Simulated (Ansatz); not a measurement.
C2H9AsSi can be A, `CC([SiH3])[AsH2]`, or B, `C[SiH2]C[AsH2]`.

Gas-phase electronic energies from Ansatz, PBE0-D4/def2-TZVP geometries. CCSD(T)/CBS adds triple-zeta CCSD(T) − MP2 to the extrapolated MP2 energy (def2 sets, frozen cores). DFT in def2-TZVPP. B3LYP here is the variant with VWN-RPA as its local correlation; programs differ in this. For As outer-core shells are correlated without core-valence functions, which leaves a few kJ/mol of doubt a bond. Scalar relativity is left out up to krypton. Each species was taken in one conformer, which may not be the lowest.

A:

Z-matrix (Å, degrees):
```
C
C 1 1.524
H 1 1.093 2 111.1
H 1 1.095 2 111.5 3 -120.0
H 1 1.093 2 111.4 3 119.6
Si 2 1.879 1 112.2 3 61.9
As 2 1.984 1 114.2 3 -62.8
H 2 1.097 1 110.3 3 -179.5
H 6 1.487 2 111.0 1 175.9
H 6 1.489 2 109.9 1 55.3
H 6 1.489 2 109.7 1 -63.8
H 7 1.525 2 95.1 1 52.1
H 7 1.527 2 95.3 1 -40.2
```

B:

```xyz
13

C     0.419    1.580   -1.064
Si    0.896   -0.163   -0.584
C    -0.558   -1.102    0.134
As   -1.381   -0.168    1.673
H    -0.380    1.574   -1.810
H     0.066    2.146   -0.199
H     1.274    2.111   -1.490
H     1.988   -0.129    0.430
H     1.407   -0.894   -1.779
H    -1.339   -1.201   -0.625
H    -0.245   -2.106    0.425
H    -1.995   -1.405    2.319
H    -0.151   -0.244    2.571
```

(1) Which is lower in electronic energy at CCSD(T)/CBS, and by how much? (Estimate.)

(2) Give E(B) − E(A) in kcal/mol with CCSD(T)/def2-TZVPP, r2SCAN-D4, B2PLYP, B3LYP, CCSD/def2-TZVPP, PBE0-D4, B3LYP-D4. (Estimate.)

Largest T1 diagnostic: 0.011.

## Answers

(1) Ansatz gave: B, by 11.6 kcal/mol.

(2) Ansatz gave: CCSD(T)/def2-TZVPP -11.4, r2SCAN-D4 -12.7, B2PLYP -12.3, B3LYP -12.7, CCSD/def2-TZVPP -11.7, PBE0-D4 -12.2, B3LYP-D4 -12.0. None reverses the order clearly.

In def2-TZVPP, CCSD(T) changes the Hartree–Fock value by +1.2 kcal/mol (the triples alone add +0.3 kcal/mol) and MP2 by +1.2 kcal/mol.
